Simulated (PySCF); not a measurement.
**Electronic structure of Cr¹⁶⁺ (chromium, charge +16) at the UHF level**

Configuration: [He] 2s2 2p4, high-spin 3P determinant. Computed with PySCF 2.14 in an even-tempered Gaussian basis (18 s from 2.4 bohr⁻², ratio 2.2; 11 p from 3.1 bohr⁻², ratio 2.2; 6 d from 18 bohr⁻², ratio 2.4; 5 f from 27 bohr⁻², ratio 2.4; 5 g from 40 bohr⁻², ratio 2.4), with the non-relativistic Hamiltonian (point nucleus).

| Item | Value |
| --- | --- |
| Total energy | -879.909590 hartree |
| One-electron energy | -1000.0782 hartree |
| Hartree (Coulomb) energy | 151.3393 hartree |
| Exchange energy | -31.1707 hartree |
| Kinetic energy | 879.91157 hartree |
| ⟨S²⟩ | 2.0003 |
| ⟨L²⟩ | 2.001 |
| Sum of ⟨r⟩ | 1.671 bohr |
| Sum of ⟨r²⟩ | 0.4885 bohr² |
| Traceless quadrupole moment −½Σ⟨3z² − r²⟩ along its main axis | -0.0293 e·bohr² |
| Density at the nucleus (Gaussians lack the cusp) | 9210 bohr⁻³ |
| Spin density at the nucleus | 0.382 bohr⁻³ |

| shell | electrons | mean orbital energy (eV) | spread (eV) | rms radius, mean of both spins (bohr) |
| --- | --- | --- | --- | --- |
| 1s α | 1 | -6674.8 | 0 | 0.0740 |
| 1s β | 1 | -6658.6 | 0 | 0.0740 |
| 2s α | 1 | -1294.0 | 0 | 0.305 |
| 2s β | 1 | -1258.3 | 0 | 0.305 |
| 2p α | 3 | -1201.8 | 12.008 | 0.270 |
| 2p β | 1 | -1182.4 | 0 | 0.270 |

Spin-orbit constants ζ (cm⁻¹) from the X2C one-electron operator on these orbitals (non-relativistic here): bare nucleus, nucleus screened by l(l+1)(2l+1)/3 electrons, and screened by the Breit-Pauli mean field of the electrons.

| shell | bare | screened nucleus | mean field |
| --- | --- | --- | --- |
| 2p | 53750 | 49270 | 47540 |

To first order the Landé constant is A = -23770 cm⁻¹, so the lowest level has J = 2 and lies 2.95 eV below the centre of the term. This holds in LS coupling only.
